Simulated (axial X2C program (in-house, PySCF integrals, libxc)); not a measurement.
Worked dissociation energy of CaPb: M06, 2c

All values were computed with an in-house relativistic program for diatomic molecules. Two-component (2c) means X2C with spin–orbit coupling and atomic mean-field two-electron Coulomb and Gaunt terms. Basis: Pb dyall-cv3z [12s14p10d7f1g], Ca dyall-cv3z [11s12p6d4f] (cores contracted in-house); Gaussian nuclei, density fitting, unrestricted open shells. Masses: Pb 207.977 u, Ca 39.963 u.

Molecular state: Ω = 0 (closed shell).

- E(Pb) (2M_J = 0): -20892.474229 hartree
- E(Ca) (2M_J = 0): -680.319185 hartree
- E(CaPb) at Re: -21572.812535 hartree
- ωe: 110.3 cm⁻¹
- ωexe: 0.763 cm⁻¹

**Question.** Work out De and D0.

**Answer.** De = -20892.474229 + (-680.319185) − (-21572.812535) = 0.01912 hartree = 0.520 eV. The zero-point energy is ωe/2 − ωexe/4 = 55 cm⁻¹ = 0.007 eV, so D0 = 0.513 eV.

The state is a single determinant with fixed occupations, the lowest that a limited PBE0 search found. Dissociation energies refer to the lowest single-determinant-based atoms at the same level and basis. Other states lie close and PBE0, whose exact exchange favours high spin, may order them wrongly; the determinant shown need not be the ground state. The nearest other 2c determinant of the search, Ω = 1, lies 0.19 eV up at the distance of the search. The 2c closed shell (π1/2)² is the Ω = 0⁺ component of the spin-free π² triplet, mixed with the ¹Σ⁺ state; no single spin-free determinant represents it.

The levels of this run spread widely (ωe from 94 to 121 cm⁻¹), so these constants depend on the method.

Each atomic determinant is the lowest at this level and need not be a pure J level. Totals compare only within one Hamiltonian and basis.
